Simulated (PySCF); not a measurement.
Static response to an electric field

Compound: C6H3FN2S.
Cartesian coordinates in Å at the GFN2-xTB level; atoms count from 1:
```
atom  x, y, z in Å
F1    -0.1103    2.7101    0.1776
C2    -0.2189    1.3802    0.0846
C3    -1.4607    0.7947    0.0082
C4    -1.5841   -0.5939   -0.0879
C5    -0.4804   -1.4183   -0.1100
C6     0.7733   -0.8276   -0.0342
S7     2.3609   -1.5071   -0.0335
N8     3.0442    0.0195    0.0894
N9     2.2303    0.9552    0.1285
C10    0.9304    0.5813    0.0651
H11   -2.3385    1.4208    0.0236
H12   -2.5712   -1.0254   -0.1458
H13   -0.5795   -2.4890   -0.1835
```

Level: CAM-B3LYP/def2-SVPD (PySCF), static field, nuclei fixed, core orbitals frozen in the response. The polarisability tensor in these axes (au):

```
x   129.05  -9.24   1.55
y    -9.24 109.35   3.35
z     1.55   3.35  55.65
```

Task: Diagonalise the tensor; give its mean and Δα, where Δα² is half the sum of the squared differences of the eigenvalues.

Result: Principal values 55.38, 105.97 and 132.71 au; mean 98.02 au = 14.52 Å³ = 16.16 × 10⁻⁴⁰ C²·m²/J; Δα = 68.02 au (69 % of the mean).

Task: What is the dipole moment, and where does it point?

Result: (-3.56, -3.03, -0.31) D, 4.68 D in size, pointing from the negative to the positive side. Measured along this direction, the outermost atoms are N8 and N9 at the negative end and H12 at the positive end.

Task: Find the Langevin capture rate constant for H3+ (3.023 u) meeting this molecule (154.000 u), k = 2.342 × 10⁻⁹ cm³/s × √(α in Å³ / reduced mass in u).

Result: The reduced mass is 2.97 u, so k = 5.18 × 10⁻⁹ cm³/s. The formula leaves out the permanent dipole, which adds to the capture rate.

Task: What would n − 1 = 2πNα be for an ideal gas of these molecules at 273.15 K and 1 atm, electronic part alone?

Result: N = p/kT = 2.6868 × 10¹⁹ cm⁻³, so n − 1 = 2π × N × 14.52 × 10⁻²⁴ cm³ = 2452 × 10⁻⁶ at long wavelengths, for an ideal gas.

Task: Give the principal axes and the span of the nuclei along them.

Result: Largest value along (0.93, -0.37, 0.00), where the nuclei span 5.52 Å; middle along (0.37, 0.93, 0.07), 5.02 Å; least along (-0.03, -0.07, 1.00), 0.00 Å. The response follows the extents in order.

Task: How large is μ²/3kT at 273 K beside α?

Result: In Gaussian units μ²/3kT = 194.10 Å³ against 14.52 Å³, a ratio of 13.36; the Debye molar polarisation (4π/3)N_A(α + μ²/3kT) is 526.3 cm³/mol, leaving out the vibrational part.

Task: Traceless (Buckingham) quadrupole moment about the centre of nuclear charge: eigenvalues?

Result: -2.32, -1.52, 3.84 D·Å. The values depend on the origin, since the dipole doesn't vanish. The electronic extent ⟨r²⟩ about the same centre is 1404 bohr², a root-mean-square distance of 2.25 Å for the 78 electrons.

Isolated species at its GFN2-xTB geometry, gas phase.
